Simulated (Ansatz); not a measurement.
The cluster Zr₄⁻, relaxed as a doublet with UKS PBE0-D4/def2-SVPD in Ansatz, starting from the GFN2-xTB geometry. Force threshold 0.02 eV/Å.

In the def2 sets Zr takes a core potential; there is no spin–orbit coupling. The charge -1 doublet is spin-contaminated (final ⟨S²⟩ up to 1.75, 0.75 for a pure state). The structure comes from a short search, and lower isomers may exist.

Start:

```xyz
4

Zr    0.8717   -0.0312   -2.3469
Zr    1.1339    1.2935    0.6391
Zr   -1.1870   -1.3939   -0.1832
Zr   -0.8186    0.1317    1.8911
```

Question: Estimate the energy that the relaxation releases and the steps that it takes.

Answer: 46.4 kcal/mol, in 10 steps; 2.7 min on 4 threads of Arm Neoverse N1 on a shared host. No frequencies were taken in this run, so the end may be a saddle point.

Question: Does the start keep its bonding and symmetry?

Answer: By distances, no bond broke or formed. The bond that changes most is Zr2–Zr3, from 3.64 to 2.67 Å (atoms count from 1). The end is the same structure that another start reached, the lowest one found. Point group Cs at the start, D2h at the end, both within 0.05 Å.

Question: Predict the relaxed structure.

Answer: 
```csv
atom,x (Å),y (Å),z (Å)
Zr1,0.851,-0.090,-2.089
Zr2,0.853,0.984,0.297
Zr3,-0.849,-0.983,-0.310
Zr4,-0.855,0.090,2.102
```
Bond lengths (bridged metal pairs left out): 5 × Zr–Zr 2.62 to 2.67 Å.
